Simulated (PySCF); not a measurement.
Mg (magnesium, neutral) across methods

[Ne] 3d2, high-spin 3F determinant (an excited configuration). All numbers are calculated (PySCF 2.14, the non-relativistic Hamiltonian (point nucleus), in aug-cc-pVQZ (7s6p4d3f2g, 84 functions)).

| method | E (hartree) | mean ε 2p α (eV) | mean ε 2p β (eV) | mean ε 3d α (eV) | Σ⟨r²⟩ (bohr²) | ⟨S²⟩ |
| --- | --- | --- | --- | --- | --- | --- |
| r2SCAN0 | -199.5441 | -61.013 | -61.009 | -1.524 | 79.42 | 2.000 |
| UHF | -199.13065 | -71.137 | -71.135 | -2.205 | 82.29 | 2.000 |
| CAM-B3LYP | -199.5542 | -61.401 | -61.392 | -1.964 | 77.47 | 2.000 |
| r2SCAN | -199.5568 | -57.316 | -57.312 | -1.252 | 78.57 | 2.000 |
| PBE0 | -199.4765 | -59.992 | -59.979 | -1.606 | 78.02 | 2.000 |
| LDA | -198.6276 | -56.111 | -56.098 | -1.217 | 78.00 | 2.000 |
| HSE06 | -199.4926 | -59.582 | -59.568 | -1.324 | 78.28 | 2.000 |
| PBE | -199.4645 | -55.875 | -55.857 | -1.312 | 76.32 | 2.000 |

The outer electron is Rydberg-like, and this basis confines it to a smaller radius and binds it less than a complete one would.
